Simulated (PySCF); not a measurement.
H4AsSi, doublet, at a GFN2-xTB geometry; PySCF with DF-BLYP/6-31G*.

PySCF was given this input:
```python
from pyscf import gto, scf, dft

mol = gto.Mole()
mol.atom = '''
    Si   -1.40329534   -0.53462063    0.03897477
    As    0.72861432    0.32423351   -0.02335434
    H    -1.67313328   -1.31833068    1.25215617
    H    -2.36838393    0.56910308    0.00592110
    H    -1.70511391   -1.41474898   -1.09857261
    H     1.34849332   -1.05104054    0.06554169
'''
mol.basis = '6-31g*'
mol.spin = 1
mol.verbose = 4
mol.build()

mf = dft.UKS(mol)
mf.xc = 'blyp'
mf = mf.density_fit(auxbasis='def2-universal-jkfit')
mf.kernel()
```

The log (banner, timings and long lists left out):

```
PySCF version 2.14.0

[INPUT] verbose = 4
[INPUT] num. atoms = 6
[INPUT] num. electrons = 51
[INPUT] charge = 0
[INPUT] spin (= nelec alpha-beta = 2S) = 1
[INPUT] symmetry False subgroup None
[INPUT] Mole.unit = angstrom
[INPUT] Symbol           X                Y                Z      unit          X                Y                Z       unit  Magmom
[INPUT]  1 Si    -1.403295340000  -0.534620630000   0.038974770000 AA   -2.651843864478  -1.010286571242   0.073651641068 Bohr   0.0
[INPUT]  2 As     0.728614320000   0.324233510000  -0.023354340000 AA    1.376881515236   0.612712534306  -0.044133306420 Bohr   0.0
[INPUT]  3 H     -1.673133280000  -1.318330680000   1.252156170000 AA   -3.161763669095  -2.491283926812   2.366232226484 Bohr   0.0
[INPUT]  4 H     -2.368383930000   0.569103080000   0.005921100000 AA   -4.475596985521   1.075448957846   0.011189257356 Bohr   0.0
[INPUT]  5 H     -1.705113910000  -1.414748980000  -1.098572610000 AA   -3.222198301086  -2.673488107208  -2.076001360849 Bohr   0.0
[INPUT]  6 H      1.348493320000  -1.051040540000   0.065541690000 AA    2.548283055605  -1.986178766415   0.123855843841 Bohr   0.0

nuclear repulsion = 153.404945388132
number of shells = 28
number of NR pGTOs = 162
number of NR cGTOs = 58
basis = 6-31g*
ecp = {}

******** <class 'pyscf.df.df_jk.DFUKS'> ********
method = DFUKS
initial guess = minao
damping factor = 0
level_shift factor = 0
DIIS = <class 'pyscf.scf.diis.CDIIS'>
diis_start_cycle = 1
diis_space = 8
diis_damp = 0
SCF conv_tol = 1e-09
SCF conv_tol_grad = None
SCF max_cycles = 50
direct_scf = False
number electrons alpha = 26  beta = 25
XC library pyscf.dft.libxc version 7.1.2
    S. Lehtola, C. Steigemann, M. J. T. Oliveira, and M. A. L. Marques,  SoftwareX 7, 1–5 (2018)
XC functionals = blyp
    A. D. Becke,  Phys. Rev. A 38, 3098 (1988)
    C. Lee, W. Yang, and R. G. Parr,  Phys. Rev. B 37, 785 (1988)
    B. Miehlich, A. Savin, H. Stoll, and H. Preuss,  Chem. Phys. Lett. 157, 200 (1989)
radial grids:
    Treutler-Ahlrichs [JCP 102, 346 (1995); DOI:10.1063/1.469408] (M4) radial grids

becke partition: Becke, JCP 88, 2547 (1988); DOI:10.1063/1.454033
pruning grids: <function nwchem_prune>
grids dens level: 3
symmetrized grids: False
atomic radii adjust function: <function treutler_atomic_radii_adjust>
small_rho_cutoff = 0
Set gradient conv threshold to 3.16228e-05
tot grids = 78840
init E= -2526.65284775026

cycle= 1 E= -2527.4496691123  delta_E= -0.797  |g|= 0.188  |ddm|=  1.6
cycle= 2 E= -2527.45552285482  delta_E= -0.00585  |g|= 0.154  |ddm|= 0.261
cycle= 3 E= -2527.45948796297  delta_E= -0.00397  |g|= 0.0142  |ddm|= 0.0816
cycle= 4 E= -2527.45958923198  delta_E= -0.000101  |g|= 0.00324  |ddm|= 0.0277
cycle= 5 E= -2527.45959650589  delta_E= -7.27e-06  |g|= 0.000783  |ddm|= 0.00662
cycle= 6 E= -2527.45959707664  delta_E= -5.71e-07  |g|= 0.000241  |ddm|= 0.00182
cycle= 7 E= -2527.45959713223  delta_E= -5.56e-08  |g|= 8.51e-05  |ddm|= 0.000632
cycle= 8 E= -2527.45959713865  delta_E= -6.42e-09  |g|= 4.04e-05  |ddm|= 0.000218
cycle= 9 E= -2527.45959714016  delta_E= -1.51e-09  |g|= 6.62e-06  |ddm|= 7.84e-05
cycle= 10 E= -2527.45959714021  delta_E= -4.59e-11  |g|= 2.49e-06  |ddm|= 1.63e-05
Extra cycle  E= -2527.45959714021  delta_E= -5e-12  |g|= 2.63e-06  |ddm|= 1.05e-05
converged SCF energy = -2527.45959714021  <S^2> = 0.75186281  2S+1 = 2.0018619
```
